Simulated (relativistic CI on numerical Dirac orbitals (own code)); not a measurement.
# The 27-electron sequence from Ag20+ to Dy39+

These numbers are calculated, not measured: Dirac-Coulomb-Breit CI, KLI orbitals optimised for each configuration, model QED, unscaled Slater integrals (own radial code, finite nucleus).

Configurations in the expansion (outside the closed core [Ne]): 3s²3p⁶3d⁹, 3s²3p⁵3d¹⁰, 3s3p⁶3d¹⁰, 3s²3p⁶3d⁸4s, 3s²3p⁶3d⁸4p, 3s²3p⁶3d⁸4d, 3s²3p⁶3d⁷4s², 3s²3p⁶3d⁶4s²4p, 3s²3p⁶3d⁶4s²4d. Double excitations out of closed p, d and f shells are left out; levels of such configurations are missing from the list, as are those of other unlisted configurations, and high levels can miss mixing partners.

Energies above each ion's lowest level, in eV. Levels are followed by their leading LS label, which can pass from one level to another where the coupling changes.

| Ion | 3s²3p⁶3d⁹ ²D5/2 | 3s²3p⁶3d⁹ ²D3/2 | 3s²3p⁵3d¹⁰ ²P°3/2 | 3s²3p⁵3d¹⁰ ²P°1/2 | 3s3p⁶3d¹⁰ ²S1/2 |
| --- | --- | --- | --- | --- | --- |
| Ag20+ | 0 | 6.3636 | 203.5 | 235.96 | 349.38 |
| Cd21+ | 0 | 7.1543 | 211.04 | 247.15 | 364.68 |
| In22+ | 0 | 8.0156 | 218.65 | 258.71 | 380.39 |
| Sn23+ | 0 | 8.9516 | 226.34 | 270.69 | 396.54 |
| Sb24+ | 0 | 9.9666 | 234.12 | 283.1 | 413.14 |
| Te25+ | 0 | 11.065 | 241.99 | 295.97 | 430.25 |
| I26+ | 0 | 12.251 | 249.97 | 309.32 | 447.87 |
| Xe27+ | 0 | 13.529 | 258.04 | 323.18 | 466.04 |
| Cs28+ | 0 | 14.905 | 266.22 | 337.59 | 484.78 |
| Ba29+ | 0 | 16.382 | 274.52 | 352.56 | 504.13 |
| La30+ | 0 | 17.966 | 282.94 | 368.13 | 524.12 |
| Ce31+ | 0 | 19.663 | 291.49 | 384.33 | 544.79 |
| Pr32+ | 0 | 21.476 | 300.16 | 401.19 | 566.15 |
| Nd33+ | 0 | 23.412 | 308.98 | 418.75 | 588.26 |
| Pm34+ | 0 | 25.476 | 317.94 | 437.04 | 611.14 |
| Sm35+ | 0 | 27.674 | 327.05 | 456.1 | 634.82 |
| Eu36+ | 0 | 30.012 | 336.32 | 475.96 | 659.37 |
| Gd37+ | 0 | 32.494 | 345.75 | 496.67 | 684.8 |
| Tb38+ | 0 | 35.129 | 355.36 | 518.26 | 711.18 |
| Dy39+ | 0 | 37.921 | 365.14 | 540.78 | 738.51 |

The lowest level keeps the configuration 3s²3p⁶3d⁹ and J = 5/2 throughout.

Between Z = 63 and 66 the energy of 3s²3p⁶3d⁹ ²D3/2 follows a local power law Z^5.0. For orientation: electrostatic splittings inside a shell grow about linearly with the screened charge, excitations that change n as its square, and fine structure as its fourth power; written in Z itself the exponents are larger, since the screened charge grows faster in proportion.
